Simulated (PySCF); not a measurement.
HBrF₂OSi (SMILES O[Si](F)(F)Br), singlet, at a GFN2-xTB geometry; HF/6-31G, polarisability run with PySCF.

PySCF was given this input:
```python
from pyscf import gto, scf
from pyscf.prop import polarizability

mol = gto.Mole()
mol.atom = '''
    O     1.973330    0.161691   -0.101116
    Si    0.563087   -0.401146    0.376484
    F     0.367305   -0.290397    1.946753
    F     0.409626   -1.956960    0.107725
    Br   -0.956636    0.705751   -0.661580
    H     2.820029   -0.152544    0.203135
'''
mol.basis = '6-31g'
mol.charge = 0
mol.spin = 0
mol.verbose = 4
mol.build()

mf = scf.RHF(mol)
mf.kernel()
alpha = mf.Polarizability().polarizability()[2, 2]
print('alpha_zz =', alpha)
```

Q: Predict the main parts of the log of this PySCF run.

A: 
```
site-packages/pyscf/prop/efg/rhf.py:45: UserWarning: Module EFG is under testing
  warnings.warn('Module EFG is under testing')
site-packages/pyscf/prop/efg/dhf.py:30: UserWarning: Module EFG is under testing
  warnings.warn('Module EFG is under testing')
site-packages/pyscf/prop/zfs/uhf.py:40: UserWarning: Module ZFS is under testing
  warnings.warn('Module ZFS is under testing')
site-packages/pyscf/prop/gtensor/uhf.py:43: UserWarning: Module g-tensor is under testing
  warnings.warn('Module g-tensor is under testing')
site-packages/pyscf/prop/gtensor/uks.py:41: UserWarning: Module g-tensor is under testing
  warnings.warn('Module g-tensor is under testing')
site-packages/pyscf/prop/hfc/uks.py:35: UserWarning: Module HFC is under testing
  warnings.warn('Module HFC is under testing')
site-packages/pyscf/prop/magnetizability/rhf.py:39: UserWarning: Module magnetizability is under testing
  warnings.warn('Module magnetizability is under testing')
site-packages/pyscf/prop/magnetizability/uhf.py:37: UserWarning: Module magnetizability is under testing
  warnings.warn('Module magnetizability is under testing')
site-packages/pyscf/prop/magnetizability/rks.py:37: UserWarning: Module magnetizability is under testing
  warnings.warn('Module magnetizability is under testing')
site-packages/pyscf/prop/magnetizability/uks.py:39: UserWarning: Module magnetizability is under testing
  warnings.warn('Module magnetizability is under testing')
site-packages/pyscf/prop/polarizability/uhf.py:34: UserWarning: Module polarizability is under testing
  warnings.warn('Module polarizability is under testing')
site-packages/pyscf/prop/polarizability/rks.py:29: UserWarning: Module polarizability is under testing
  warnings.warn('Module polarizability is under testing')
site-packages/pyscf/prop/polarizability/uks.py:29: UserWarning: Module polarizability is under testing
  warnings.warn('Module polarizability is under testing')
PySCF version 2.14.0

[INPUT] verbose = 4
[INPUT] num. atoms = 6
[INPUT] num. electrons = 76
[INPUT] charge = 0
[INPUT] spin (= nelec alpha-beta = 2S) = 0
[INPUT] symmetry False subgroup None
[INPUT] Mole.unit = angstrom
[INPUT] Symbol           X                Y                Z      unit          X                Y                Z       unit  Magmom
[INPUT]  1 O      1.973330000000   0.161691000000  -0.101116000000 AA    3.729053253388   0.305551706807  -0.191081546812 Bohr   0.0
[INPUT]  2 Si     0.563087000000  -0.401146000000   0.376484000000 AA    1.064080214303  -0.758056075965   0.711451650281 Bohr   0.0
[INPUT]  3 F      0.367305000000  -0.290397000000   1.946753000000 AA    0.694105854183  -0.548770797395   3.678830002175 Bohr   0.0
[INPUT]  4 F      0.409626000000  -1.956960000000   0.107725000000 AA    0.774080953501  -3.698118436729   0.203570746769 Bohr   0.0
[INPUT]  5 Br    -0.956636000000   0.705751000000  -0.661580000000 AA   -1.807780040899   1.333676102138  -1.250205009490 Bohr   0.0
[INPUT]  6 H      2.820029000000  -0.152544000000   0.203135000000 AA    5.329082473331  -0.288266381946   0.383869516314 Bohr   0.0

nuclear repulsion = 460.428345190272
number of shells = 35
number of NR pGTOs = 206
number of NR cGTOs = 69
basis = 6-31g
ecp = {}

******** <class 'pyscf.scf.hf.RHF'> ********
method = RHF
initial guess = minao
damping factor = 0
level_shift factor = 0
DIIS = <class 'pyscf.scf.diis.CDIIS'>
diis_start_cycle = 1
diis_space = 8
diis_damp = 0
SCF conv_tol = 1e-09
SCF conv_tol_grad = None
SCF max_cycles = 50
direct_scf = True
direct_scf_tol = 1e-13
Set gradient conv threshold to 3.16228e-05
Initial guess from minao.
init E= -3134.94234869337
  HOMO = -0.422461352648814  LUMO = 0.0435532809434775  gap/eV = 12.68090
cycle= 1 E= -3135.22364287866  delta_E= -0.281  |g|= 0.697  |ddm|= 2.39
  HOMO = -0.45821459141582  LUMO = 0.100698991956278  gap/eV = 15.20881
cycle= 2 E= -3135.30579065923  delta_E= -0.0821  |g|= 0.374  |ddm|= 0.995
  HOMO = -0.462284812975101  LUMO = 0.10647374107254  gap/eV = 15.47671
cycle= 3 E= -3135.3280827022  delta_E= -0.0223  |g|= 0.0369  |ddm|= 0.249
  HOMO = -0.464533886062955  LUMO = 0.116976108760134  gap/eV = 15.82369
cycle= 4 E= -3135.32852965032  delta_E= -0.000447  |g|= 0.00949  |ddm|= 0.0566
  HOMO = -0.462715251404035  LUMO = 0.117215692061281  gap/eV = 15.78072
cycle= 5 E= -3135.3285640062  delta_E= -3.44e-05  |g|= 0.00327  |ddm|= 0.0184
  HOMO = -0.463198831956785  LUMO = 0.117090943617295  gap/eV = 15.79049
cycle= 6 E= -3135.32856734658  delta_E= -3.34e-06  |g|= 0.000762  |ddm|= 0.005
  HOMO = -0.463320247149199  LUMO = 0.117135612956407  gap/eV = 15.79501
cycle= 7 E= -3135.32856770528  delta_E= -3.59e-07  |g|= 0.000153  |ddm|= 0.00201
  HOMO = -0.463268673233683  LUMO = 0.117158559081523  gap/eV = 15.79423
cycle= 8 E= -3135.32856771717  delta_E= -1.19e-08  |g|= 5.74e-05  |ddm|= 0.000332
  HOMO = -0.463272454648511  LUMO = 0.117155697955049  gap/eV = 15.79425
cycle= 9 E= -3135.32856771825  delta_E= -1.08e-09  |g|= 1.95e-05  |ddm|= 7.88e-05
  HOMO = -0.463276329581127  LUMO = 0.117154771334873  gap/eV = 15.79433
cycle= 10 E= -3135.32856771841  delta_E= -1.61e-10  |g|= 4.07e-06  |ddm|= 3.68e-05
  HOMO = -0.463275071173834  LUMO = 0.117154845740716  gap/eV = 15.79430
Extra cycle  E= -3135.32856771842  delta_E= -1.23e-11  |g|= 1.92e-06  |ddm|= 7.3e-06
converged SCF energy = -3135.32856771842
Isotropic polarizability 26.123146736
Polarizability anisotropy 7.40991506559
alpha_zz = 23.317464112698858
```
